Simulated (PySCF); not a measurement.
# Hartree-Fock beside MP2: B2ClH2N

Calculated results; nothing here was measured. The program is PySCF 2.14.0, an open-source quantum chemistry code, run on an isolated molecule that a program drew, which may never have been made. The molecule is B2ClH2N (charge 0, singlet), drawn as the SMILES string `BN=BCl`.

The geometry was optimised and harmonic frequencies were computed with HF and MP2, all in the cc-pV(D+d)Z basis, for the commonest isotopes, with a restricted reference for singlets and an unrestricted one otherwise, and a frozen core in MP2. Each result is a local minimum of its method.

Geometry at the HF minimum:
```xyz
6
B2ClH2N, angstrom
B    -0.6149    2.1557    1.3228
N    -0.7271    1.6863   -0.0001
B    -0.8247    1.2713   -1.1647
Cl   -0.9584    0.7030   -2.7599
H     0.0788    3.1064    1.5650
H    -1.2130    1.6052    2.2076
```

Lengths of the bonds as drawn, in Å (atoms numbered as above):
| bond | HF | MP2 |
|---|---|---|
| B1-N2 | 1.408 | 1.417 |
| N2-B3 | 1.240 | 1.271 |
| B3-Cl4 | 1.699 | 1.699 |
| B1-H5 | 1.202 | 1.207 |
| B1-H6 | 1.202 | 1.207 |

Rotational constants, in GHz:
| constant | HF | MP2 |
|---|---|---|
| A | 231.3 | 226.9 |
| B | 2.293 | 2.252 |
| C | 2.271 | 2.23 |

Harmonic frequencies in cm^-1, each column in rising order, so a row needn't be the same motion in every method:
| rank | HF | MP2 |
|---|---|---|
| 1 | 135 | 125 |
| 2 | 154 | 140 |
| 3 | 417 | 346 |
| 4 | 442 | 395 |
| 5 | 593 | ? |
| 6 | 1019 | 964 |
| 7 | 1110 | 1053 |
| 8 | 1179 | 1142 |
| 9 | 1374 | 1316 |
| 10 | 2155 | 2013 |
| 11 | 2663 | 2618 |
| 12 | 2727 | 2700 |

**Estimate the missing MP2 frequency from the HF column.**

A single factor s that minimises the squared misfit of MP2 against s times HF over the other rows is sum(HF x MP2) / sum(HF^2) = 0.9683, with an rms misfit of 38 cm^-1. For rank 5 it gives 0.9683 x 593 = 574 cm^-1. The calculation gives 575 cm^-1, 1 cm^-1 above the estimate. The drawn bonds are on average 0.8 % longer in MP2 than in HF.
